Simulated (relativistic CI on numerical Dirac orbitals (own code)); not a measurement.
# Radial parameters of Fe IX

Calculated at this level of theory: Dirac-Coulomb-Breit CI, KLI orbitals optimised for each configuration, model QED (radiative potential, 1s self-energy scaled to tabulated hydrogen-like ionisation energies), unscaled Slater integrals (own radial code, finite nucleus).

Slater integrals F^k, G^k are unscaled and averaged over j, outside the closed core [Ne]; ζ comes from projecting the Hamiltonian with its Breit term on Σ l·s of the shell.

- 3s2 3p5 3d: ζ(3p) = 10053, F^2(3p,3d) = 128110, G^1(3p,3d) = 152250, G^3(3p,3d) = 96506, ζ(3d) = 759.56 cm⁻¹; <r>(3p) = 0.7618, <r^2>(3p) = 0.6709, <r>(3d) = 0.753, <r^2>(3d) = 0.6713 (bohr units).
- 3s 3p6 3d: G^2(3s,3d) = 117810, ζ(3d) = 786.27 cm⁻¹; <r>(3s) = 0.7499, <r^2>(3s) = 0.6415, <r>(3d) = 0.7544, <r^2>(3d) = 0.674 (bohr units).
- 3s2 3p5 4s: ζ(3p) = 10448, G^1(3p,4s) = 14310 cm⁻¹; <r>(3p) = 0.7492, <r^2>(3p) = 0.6487, <r>(4s) = 1.622, <r^2>(4s) = 2.948 (bohr units).

Averages of the first 10 configurations, taken without configuration mixing, which lowers the lowest level and can move excited configurations by several eV; other configurations of the list can lie among them:

| Configuration | Parity | States | Average energy above the lowest level (eV) |
| --- | --- | --- | --- |
| 3s2 3p6 | even | 1 | 0.2 |
| 3s2 3p5 3d | odd | 60 | 55.5 |
| 3s 3p6 3d | even | 20 | 99.0 |
| 3s2 3p5 4s | odd | 12 | 118.3 |
| 3s2 3p5 4p | even | 36 | 130.5 |
| 3s2 3p5 4d | odd | 60 | 148.8 |
| 3s 3p6 4s | even | 4 | 162.8 |
| 3s2 3p5 4f | even | 84 | 162.2 |
| 3s 3p6 4p | odd | 12 | 174.6 |
| 3p6 3d2 | even | 45 | 200.3 |
